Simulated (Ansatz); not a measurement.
Coupled-cluster diagnostics for CdSe₂⁻, Ansatz.

Geometry of the doublet (PBE0-D4/def2-TZVPD):

```xyz
3

Cd    0.433    1.863   -0.657
Se    0.673   -1.339   -0.242
Se   -1.106   -0.523    0.899
```

In the def2 sets Cd takes a core potential; there is no spin–orbit coupling. Correlated methods freeze 18 core orbitals; core or outer-core shells of Cd, Se are correlated, in sets that lack core-valence functions. Another isomer (doublet) lies 0.51 eV lower at PBE0-D4/def2-TZVPD; other spin states weren't run for this one.

Estimate the CCSD(T) correlation energy, the shares of MP2 and (T), T1 and the reference's ⟨S²⟩ for: charge -1, doublet, own geometry in def2-SVPD; and the rough time on 4 threads of Arm Neoverse V1 on a shared host.


| state | basis | correlation (eV) | MP2 share (%) | (T) share (%) | T1 | ⟨S²⟩ (pure) | wall time |
| --- | --- | --- | --- | --- | --- | --- | --- |
| charge -1, doublet, own geometry | def2-SVPD | -23.594 | 98.7 | 3.0 | 0.014 | 0.78 (0.75) | 29 s |
Customary marks for T1 are 0.02 (closed shells), 0.045 (open shells) and about 0.05 (3d metals). T1 stays under 0.02 throughout.
